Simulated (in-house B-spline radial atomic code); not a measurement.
Atomic self-consistent-field run: S VII (S6+). Computed with an all-electron radial atomic-structure program (B-spline basis): non-relativistic LC-wPBE, spin-polarised, spherical fractional occupations, point nucleus.

Command:
```bash
python run_scf.py task.json out
```
Settings:
```
Z                16
configuration    [He] 2s2 2p6
hamiltonian      nr
method           lc_wpbe
spin_polarised   True
```

Output (hartree, bohr):
```
 radial grid: 39 intervals, B-splines of order 8, outer radius 5.9701 bohr

 iter        energy (Eh)    residual
    1        -381.506655    7.91e-01
    2        -387.114418    2.75e-01
    3        -387.733988    9.42e-02
    4        -387.811288    3.21e-02
    5        -387.820070    1.08e-02
    6        -387.821231    6.60e-05
    7        -387.821231    1.97e-06
    8        -387.821231    3.16e-08

 total energy                      -387.82123
 kinetic                             387.4051
 electron-nucleus                   -882.8639
 Hartree                             130.5899
 exact exchange                       -2.2295
 exchange-correlation                -20.7227

 orbital      occ     eigenvalue          <r>       <r^2>       <1/r>       r_max
 1s up      1.000       -92.2652    0.0972498   0.0127141     15.5634     0.06369
 1s down    1.000       -92.2652    0.0972498   0.0127141     15.5634     0.06369
 2s up      1.000       -11.6719     0.476398    0.269264     3.07245      0.3883
 2s down    1.000       -11.6719     0.476398    0.269264     3.07245      0.3883
 2p up      3.000        -9.7017     0.436384    0.236723     2.98456      0.3244
 2p down    3.000        -9.7017     0.436384    0.236723     2.98456      0.3244

 Slater integrals (Eh)
   F0(2s up,2s up)               1.901457
   F0(2s up,2s down)             1.901457
   F0(2s up,2p up)               1.980590
   G1(2s up,2p up)               1.172362
   F0(2s up,2p down)             1.980590
   F0(2s down,2s down)           1.901457
   F0(2s down,2p up)             1.980590
   F0(2s down,2p down)           1.980590
   G1(2s down,2p down)           1.172362
   F0(2p up,2p up)               2.100182
   F2(2p up,2p up)               0.975068
   F0(2p up,2p down)             2.100182
   F2(2p up,2p down)             0.975068
   F0(2p down,2p down)           2.100182
   F2(2p down,2p down)           0.975068
```

Time taken, with all properties: 0.23 s on 1 thread of Arm Neoverse N1, on a shared host.
